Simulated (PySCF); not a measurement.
Species: C7H12.
Numbering: `[CH2:1]=[C:2]([CH2:3][CH3:4])[CH:5]1[CH2:6][CH2:7]1` (hydrogens: H8, H9 on C1; H10, H11 on C3; H12, H13, H14 on C4; H15 on C5; H16, H17 on C6; H18, H19 on C7)

Torsions of this conformer, `[CH2:1]=[C:2]([CH2:3][CH3:4])[CH:5]1[CH2:6][CH2:7]1`: C1–C2–C3–C4 0°, C1–C2–C5–C6 -35°.

The closed-shell ground state was solved at several levels (PySCF, density fitting, gas phase, non-relativistic). The structure is a single PBE0-D3(BJ)/def2-SVP conformer in the gas phase; no vibrational or solvent corrections.

| level | basis functions | HOMO (eV) | LUMO (eV) | gap (eV) | dipole (D) |
| --- | --- | --- | --- | --- | --- |
| B3LYP/pcJ-1 | 309 | -6.40 | 0.30 | 6.70 | 0.71 |
| CAM-B3LYP/pcSseg-1 | 179 | -7.94 | 1.68 | 9.62 | 0.69 |
| CAM-B3LYP/def2-SVPD | 236 | -7.96 | 1.43 | 9.39 | 0.72 |

Estimate the row for PBE0/pcSseg-1, a basis of 179 functions; the other rows only guide the guess.

HOMO -6.64 eV, LUMO 0.51 eV, gap 7.15 eV, dipole 0.70 D.

Over all these levels, which gives the widest orbital gap and which the narrowest?

CAM-B3LYP/pcSseg-1 (range-separated hybrid) has the widest, 9.62 eV, and B3LYP/pcJ-1 (global hybrid, 20 % exact exchange) the narrowest, 6.70 eV. Functional and basis both differ between the two, so the spread mixes both effects.

How far do the dipole and the HOMO energy spread over the levels?

The dipole runs from 0.69 to 0.72 D (mean 0.70 D) and the HOMO from -7.96 to -6.40 eV.
